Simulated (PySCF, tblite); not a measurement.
Isomers of C7H7O (doublet state). Calculated harmonic vibrations of the isolated species, GFN2-xTB (tblite), most abundant isotopes, no scaling. This tight-binding method is rough: wavenumbers can miss measured ones by several per cent, in bad cases by 10 to 20. One conformer each. Open shells enter through the occupations alone, without spin polarisation, and single modes of such species can be off by tens of per cent.

Electronic energies: B3LYP/pcH-1 single points on the GFN2-xTB geometries (PySCF, gas phase).

```tsv
SMILES	electronic energy, lowest = 0 (kJ/mol)
C#C/C(=C\[C]=C)OC	241.6
C#C/C=C(\[C]=C)OC	252.0
C=CC1=CC[CH]C1=O	0.0
```

Task: How do GFN2-xTB zero-point energies change the relative energies?

Result: 
```tsv
SMILES	ZPE (kJ/mol)	of it from modes above 1550 cm⁻¹	electronic (kJ/mol)	with ZPE, lowest = 0 (kJ/mol)	lowest mode (cm⁻¹)	rings
C=CC1=CC[CH]C1=O	297.9	157.0	0.0	0.0	77	1
C#C/C(=C\[C]=C)OC	287.1	152.9	241.6	230.9	75	0
C#C/C=C(\[C]=C)OC	286.5	152.7	252.0	240.6	78	0
```

The zero-point energies span 11.4 kJ/mol, from `C#C/C=C(\[C]=C)OC` to `C=CC1=CC[CH]C1=O`. The order is unchanged.

Task: And how do the electronic energies of GFN2-xTB itself compare?

Result: `C=CC1=CC[CH]C1=O` 0.0; `C#C/C(=C\[C]=C)OC` 187.7; `C#C/C=C(\[C]=C)OC` 199.2 kJ/mol, lowest = 0. Against the energies above, taken from the same isomer `C=CC1=CC[CH]C1=O`, the largest difference is 53.9 kJ/mol.

Task: What do entropy and thermal enthalpy add at 298.15 K and 1 bar (rigid rotor, harmonic oscillator, one conformer each)?

Result: 
```
           SMILES  point group  symmetry number  S (J/(mol K))  H − H(0) (kJ/mol)  ZPE + H − H(0) − TS (kJ/mol)
 C=CC1=CC[CH]C1=O           Cs                1          361.6              22.49                         212.5
C#C/C(=C\[C]=C)OC           Cs                1          404.9              28.18                         194.5
C#C/C=C(\[C]=C)OC           Cs                1          403.5              28.02                         194.2
```

S holds R ln(2S + 1) for the spin.
